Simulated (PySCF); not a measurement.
**Working out the excitation energy of Te⁺**

Te⁺ [Kr] 4d10 5s2 5p3 (4S) → Te⁺ [Kr] 4d10 5s1 5p4 (4P). Calculation: PySCF 2.14, in aug-cc-pVDZ-PP with ECP28MDF; scalar relativity through the core potential. Frozen: 4s2 4p6 4d10. Energies in hartree (1 hartree = 27.21139 eV):

```csv
part,Te⁺ (lower),Te⁺ (upper)
UHF,-266.715443,-266.371232
CCSD correlation,-0.060830,-0.083339
(T),-0.000695,-0.003522
```

Problem. What does Hartree-Fock give?

Solution. (-266.371232) − (-266.715443) = 0.344211 hartree = 9.366 eV.

Problem. What do CCSD and CCSD(T) give?

Solution. The CCSD correlation energies differ by -0.022509 hartree = -0.613 eV and the triples by -0.002827 hartree = -0.077 eV, so CCSD gives 8.753 eV and CCSD(T) 8.676 eV.

A double-zeta basis recovers only part of the correlation energy.

The coupled-cluster amplitudes are large, so a single reference is strained.
